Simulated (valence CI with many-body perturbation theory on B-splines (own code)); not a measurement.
## Sensitivity of CI+MBPT for Mg⁶⁺

Computed by relativistic CI+MBPT: four valence electrons over a frozen Dirac-Fock core [He], a basis of 6 s, 6 p, 5 d, 3 f, 1 g functions for each j, with the one-electron correlation potential Σ1, the two-electron term Σ2, the three-electron term Σ3, Breit, model QED; selected CI, second order for the rest, scaled by the run's own slope (own B-spline code, finite nucleus).

Against 23 measured levels this calculation errs by 332 cm⁻¹ on average and by 897 at most.

The reference run has the lowest level 2s2.2p2 3P_0 and an ionisation energy of 225.016 eV. Its largest variational space holds 10708 state functions.

Changed runs:
A. QED terms on → off
B. screening of Σ1 on → off
C. hole-hole ladder in Σ2 on → off
D. box radius (bohr) 8.3383 → 3.16 (bad on purpose)

Excitation energies of the reference run in cm⁻¹, and shifts in cm⁻¹:

| Level | Reference | A | B | C | D |
| --- | --- | --- | --- | --- | --- |
| 2s2.2p2 3P_1 | 1111 | -3.5 | 0 | -0.1 | -0.1 |
| 2s2.2p2 3P_2 | 2926 | -9.1 | -0.1 | -0.1 | +0.2 |
| 2s2.2p2 1D_2 | 41281 | -7.5 | -0.6 | 0 | -6.0 |
| 2s2.2p2 1S_0 | 85675 | +2.3 | -0.9 | +43 | -16 |
| 2s.2p3 5S°_2 | 117583 | +165 | +4.4 | -51 | +25 |
| 2s.2p3 3D°_3 | 232998 | +168 | +3.1 | -51 | +7.9 |
| 2s.2p3 3D°_2 | 233105 | +168 | +3.1 | -50 | +8.0 |
| 2s.2p3 3D°_1 | 233169 | +168 | +3.1 | -51 | +7.6 |
| 2s.2p3 3P°_1 | 275235 | +168 | +2.5 | -8.8 | -3.7 |
| 2s.2p3 3P°_2 | 275248 | +167 | +2.5 | -8.8 | -3.2 |
| 2s.2p3 3P°_0 | 275287 | +168 | +2.5 | -8.8 | -2.9 |
| 2s.2p3 1D°_2 | 355023 | +175 | +2.1 | -50 | -4.1 |
| Ionisation energy (eV) | 225.016 | -0.0039 | -0.0035 | -0.0004 | -0.00056 |
